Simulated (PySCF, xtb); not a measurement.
C3H9BO2, SMILES COB(C)CO.

GFN2-xTB (xtb 6.7.1) at its own geometry gives an orbital gap of 5.66 eV and a dipole moment of 1.61 D.

The structure is a stationary point at B3LYP-D3(BJ)/def2-SVP. The structure was generated by enumeration, and PubChem lists no compound with its InChIKey, so it may never have been made. One conformer was computed; it need not be the lowest.

Question: What does HF/def2-TZVP run with PySCF give? (An estimate is asked for; the answer gives what the named calculation found.)

Answer: gap 14.59 eV (levels -11.43 and 3.15 eV), dipole 0.99 D.
